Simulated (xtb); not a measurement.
propylene glycol (C$_{3}$H$_{8}$O$_{2}$), singlet, geometry from GFN2-xTB; GFN2-xTB run with xtb.

xtb was given this input:
```
$ xtb mol.xyz --gfn 2 --hess --json

# file mol.xyz
13

C      1.83324331     0.13638099     0.35090210
C      0.42691443     0.30654220    -0.21207806
O     -0.28124422     1.34971891     0.43155499
C     -0.38814764    -0.99223231    -0.10847029
O     -1.67642873    -0.82208827    -0.63781928
H      2.36667096     1.08275455     0.30757844
H      1.78849069    -0.19345144     1.38820166
H      2.38133734    -0.60316406    -0.22521041
H      0.47213216     0.61355869    -1.26229834
H     -0.25594914     1.19385292     1.38370519
H      0.09000513    -1.79465989    -0.67338889
H     -0.44945832    -1.29548663     0.95090902
H     -1.96390590     0.07140544    -0.40150486
```

What the program printed (banner, timings and long lists left out):

```
   ID    Z sym.   atoms
    1    6 C      1, 2, 4
    2    8 O      3, 5
    3    1 H      6-13

           -------------------------------------------------
          |                Calculation Setup                |
           -------------------------------------------------

           -------------------------------------------------
          |                 G F N 2 - x T B                 |
           -------------------------------------------------

          ...................................................
          :                      SETUP                      :
          :.................................................:
          :  # basis functions                  28          :
          :  # atomic orbitals                  28          :
          :  # shells                           18          :
          :  # electrons                        32          :
          :  max. iterations                   250          :
          :  Hamiltonian                  GFN2-xTB          :
          :  restarted?                      false          :
          :  GBSA solvation                  false          :
          :  PC potential                    false          :
          :  electronic temp.          300.0000000     K    :
          :  accuracy                    1.0000000          :
          :  -> integral cutoff          0.2500000E+02      :
          :  -> integral neglect         0.1000000E-07      :
          :  -> SCF convergence          0.1000000E-05 Eh   :
          :  -> wf. convergence          0.1000000E-03 e    :
          :  Broyden damping             0.4000000          :
          :  net charge                          0          :
          :  unpaired electrons                  0          :
          ...................................................

 iter      E             dE          RMSdq      gap      omega  full diag
   1    -18.7698016 -0.187698E+02  0.394E+00   12.10       0.0  T
   2    -18.7938761 -0.240745E-01  0.215E+00   11.78       1.0  T
   3    -18.7944345 -0.558450E-03  0.739E-01   11.83       1.0  T
   4    -18.7947571 -0.322591E-03  0.130E-01   11.80       1.0  T
   5    -18.7947926 -0.354637E-04  0.685E-02   11.82       1.0  T
   6    -18.7947947 -0.205973E-05  0.142E-02   11.83       1.9  T
   7    -18.7947951 -0.405330E-06  0.649E-03   11.83       4.3  T
   8    -18.7947951 -0.384393E-07  0.193E-03   11.83      14.4  T
   9    -18.7947951 -0.267673E-08  0.335E-04   11.83      82.9  T
  10    -18.7947951 -0.272486E-09  0.124E-04   11.83     222.8  T

   *** convergence criteria satisfied after 10 iterations ***

         :::::::::::::::::::::::::::::::::::::::::::::::::::::
         ::                     SUMMARY                     ::
         :::::::::::::::::::::::::::::::::::::::::::::::::::::
         :: total energy             -18.622440078249 Eh    ::
         :: gradient norm              0.000078991820 Eh/a0 ::
         :: HOMO-LUMO gap             11.831837223888 eV    ::
         ::.................................................::
         :: SCC energy               -18.794789729613 Eh    ::
         :: -> isotropic ES            0.049733011788 Eh    ::
         :: -> anisotropic ES          0.001899805816 Eh    ::
         :: -> anisotropic XC          0.000843984228 Eh    ::
         :: -> dispersion             -0.005950939111 Eh    ::
         :: repulsion energy           0.172349651364 Eh    ::
         :: add. restraining           0.000000000000 Eh    ::
         :: total charge              -0.000000000000 e     ::
         :::::::::::::::::::::::::::::::::::::::::::::::::::::

           -------------------------------------------------
          |                Numerical Hessian                |
           -------------------------------------------------
step length          :   0.00500
SCC accuracy         :   0.30000
Hessian scale factor :   1.00000
frozen atoms in %    :   0.00000    0
RMS gradient         :   0.00008
[...]
   1:  0.00   2:  0.00   3:  0.00   4:  0.00   5:  0.00   6:  0.00   7:  0.00   8:  0.00
   9:  0.00  10:  0.00  11:  0.00  12:  0.00  13:  0.00  14:  0.00  15:  0.00  16:  0.00
  17:  0.00  18:  0.00  19:  0.00  20:  0.00  21:  0.00  22:  0.00  23:  0.00  24:  0.00
  25:  0.00  26:  0.00  27:  0.00  28:  0.00  29:  0.00  30:  0.00  31:  0.00  32:  0.00
  33:  0.00  34:  0.00  35:  0.00  36:  0.00  37:  0.00  38:  0.00  39:  0.00
 output can be read by thermo (or use thermo option).
 writing <g98.out> molden fake output.
 recommended (thermochemical) frequency scaling factor: 1.0
           -------------------------------------------------
          |             Thermodynamic Functions             |
           -------------------------------------------------

c1  symmetry found (for desy threshold:  0.10E+00) used in thermo

          ...................................................
          :                      SETUP                      :
          :.................................................:
          :  # frequencies                          33      :
          :  # imaginary freq.                       0      :
          :  linear?                             false      :
          :  only rotor calc.                    false      :
          :  symmetry                               c1      :
          :  rotational number                       1      :
          :  scaling factor                  1.0000000      :
          :  rotor cutoff                   50.0000000 cm⁻¹ :
          :  imag. cutoff                  -20.0000000 cm⁻¹ :
          :.................................................:

    mode    ω/cm⁻¹     T·S(HO)/kcal·mol⁻¹    T·S(FR)/kcal·mol⁻¹   T·S(vib)
   ------------------------------------------------------------------------
       1    105.23    -1.00032 ( 95.15%)    -0.83574 (  4.85%)    -0.99234
       2    202.99    -0.62786 ( 99.63%)    -0.64128 (  0.37%)    -0.62791
       3    237.50    -0.54309 ( 99.80%)    -0.59480 (  0.20%)    -0.54319
   ------------------------------------------------------------------------

   temp. (K)  partition function   enthalpy   heat capacity  entropy
                                   cal/mol     cal/K/mol   cal/K/mol   J/K/mol
 298.15  VIB   13.5                 2270.125     16.521     12.757
         ROT  0.937E+05              888.752      2.981     25.731
         INT  0.126E+07             3158.877     19.502     38.488
         TR   0.642E+27             1481.254      4.968     38.886
         TOT                        4640.1313    24.4699    77.3741   323.7332

       T/K    H(0)-H(T)+PV         H(T)/Eh          T*S/Eh         G(T)/Eh
   ------------------------------------------------------------------------
    298.15    0.739452E-02    0.117212E+00    0.367629E-01    0.804491E-01
   ------------------------------------------------------------------------

         :::::::::::::::::::::::::::::::::::::::::::::::::::::
         ::                  THERMODYNAMIC                  ::
         :::::::::::::::::::::::::::::::::::::::::::::::::::::
         :: total free energy         -18.541990980570 Eh   ::
         ::.................................................::
         :: total energy              -18.622440078277 Eh   ::
         :: zero point energy           0.109817505486 Eh   ::
         :: G(RRHO) w/o ZPVE           -0.029368407779 Eh   ::
         :: G(RRHO) contrib.            0.080449097707 Eh   ::
         :::::::::::::::::::::::::::::::::::::::::::::::::::::

           -------------------------------------------------
          | TOTAL ENERGY              -18.622440078277 Eh   |
          | TOTAL ENTHALPY            -18.505228052926 Eh   |
          | TOTAL FREE ENERGY         -18.541990980570 Eh   |
          | GRADIENT NORM               0.000079472092 Eh/α |
          | HOMO-LUMO GAP              11.831852501303 eV   |
           -------------------------------------------------

normal termination of xtb
```
